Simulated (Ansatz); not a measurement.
Cartesian coordinates (Å):
```xyz
10

In     0.0734    -0.0008    -0.0033
H      0.2672     1.7272    -0.0652
H      0.3041    -0.8247     1.5119
H      0.1558    -0.9138    -1.4824
C     -4.9491     0.0780     0.2441
C     -3.5028     0.0556     0.1727
N     -2.3516     0.0377     0.1159
H     -5.3746    -0.0233    -0.7645
H     -5.2869     1.0277     0.6826
H     -5.3053    -0.7531     0.8693
```
Charge +1, spin multiplicity 2.

These are frozen-core CCSD(T)/def2-TZVPP // PBE0-D4/def2-SVP (Ansatz, a program for electronic structure) values and carry that method's errors. The geometry is that of the parent before the electron was removed.

```
Quantity                       Result
----------------------  -------------
HF energy               -322.58732 Ha
MP2 correlation energy    -0.79610 Ha
```

**Question.** Estimate the CCSD correlation energy, the (T) correction, the total energy and the T1 diagnostic.

**Answer.** 
```
Quantity                         Value
-----------------------  -------------
CCSD correlation energy    -0.82287 Ha
(T) correction             -0.03337 Ha
CCSD(T) total energy     -323.44356 Ha
T1 diagnostic                    0.019
```
